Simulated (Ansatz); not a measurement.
`C[SiH2]C=N`. Charge 0, multiplicity 1. The structure was optimised at the PBE0-D4/def2-TZVP level. It is one conformer, not always the lowest.

```xyz
11

C    -0.608    1.501   -0.448
Si   -0.241    0.039    0.658
C     0.344   -1.450   -0.351
N     1.465   -2.038   -0.240
H    -0.948    2.355    0.141
H     0.283    1.801   -1.004
H    -1.392    1.254   -1.168
H    -1.464   -0.341    1.419
H     0.856    0.344    1.619
H    -0.327   -1.859   -1.120
H     2.032   -1.605    0.494
```

(1) What is the dipole moment at PBE/def2-TZVPP? (An estimate is asked.)

(2) And with r2SCAN, B3LYP, ωB97M-V? (An estimate is asked.)

(3) Give the Mulliken charges with PBE, r2SCAN, B3LYP in def2-TZVPP. (An estimate is asked.)

Results:

(1) Computed: 2.27 D, with components (-1.02, 2.01, 0.20) D in this frame, pointing from negative to positive charge.

(2) The calculation gave: r2SCAN 2.33 D, B3LYP 2.36 D, ωB97M-V 2.37 D.

(3) Ansatz gave: 
```
atom    PBE  r2SCAN  B3LYP
  C1  -0.37   -0.30  -0.38
 Si2   0.24    0.33   0.33
  C3  -0.09   -0.03  -0.11
  N4  -0.21   -0.28  -0.23
  H5   0.11    0.08   0.11
  H6   0.11    0.08   0.11
  H7   0.11    0.08   0.10
  H8  -0.06   -0.08  -0.08
  H9  -0.07   -0.09  -0.09
 H10   0.08    0.05   0.09
 H11   0.15    0.16   0.15
```

B3LYP here is the variant with VWN-RPA as its local correlation; programs differ in this.
